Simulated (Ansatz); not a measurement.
Pulling on the Ge1–F2 bond in ClFGeH2 (SMILES [F][GeH2][Cl]) (multiplicity 1 held, fragments rigid). Energies count from the point at 1.741 Å.
Geometry at that point (charge 0, multiplicity 1):
| atom | x (Å) | y (Å) | z (Å) |
|---|---|---|---|
| Ge | -0.4872 | -0.2878 | 0.0418 |
| F | -1.1704 | 1.3135 | 0.0343 |
| Cl | 1.6442 | -0.0414 | -0.1076 |
| H | -0.8264 | -0.9112 | 1.3962 |
| H | -0.9993 | -0.9971 | -1.2124 |

R- and RO- levels are restricted; in cc, def2 and unpolarised 6-31G sets they are followed outwards from rest. Unrestricted levels (U-) break spin symmetry where that is lower. Curves can end on different states.

Frozen-core correlation. Filled d and f shells under p-block atoms count as core.

Codes used: Ansatz (a quantum-chemistry and plane-wave program) with Gaussian orbitals. Values without a source in brackets are computed.

Energies in eV.

```csv
R (Å),R-PBE/def2-TZVPP,U-PBE/def2-TZVPP,R-CCSD(T)/def2-TZVPP,U-CCSD(T)/def2-TZVPP
1.393,3.50,3.50,3.37,3.37
1.567,0.64,0.64,0.54,0.54
1.741,0.00,0.00,0.00,0.00
1.915,0.25,0.25,0.37,0.37
2.089,0.82,0.82,1.08,1.08
2.350,1.81,1.81,2.23,2.23
2.612,2.70,2.70,3.27,3.38
3.047,3.81,3.81,4.51,4.74
3.482,4.53,4.41,4.93,5.40
4.004,5.04,4.75,2.35,5.57
4.701,5.40,4.96,-14.22,5.61
5.571,5.59,5.07,-32.67,5.61
```

Doubts at one or more of the structures used: a restricted determinant that unrestricted orbitals would lower (R-PBE/def2-TZVPP, R-CCSD(T)/def2-TZVPP); a spin-contaminated determinant (U-PBE/def2-TZVPP, U-CCSD(T)/def2-TZVPP); T1 above 0.05 (R-CCSD(T)/def2-TZVPP, U-CCSD(T)/def2-TZVPP); other coupled-cluster roots lie near (R-CCSD(T)/def2-TZVPP).
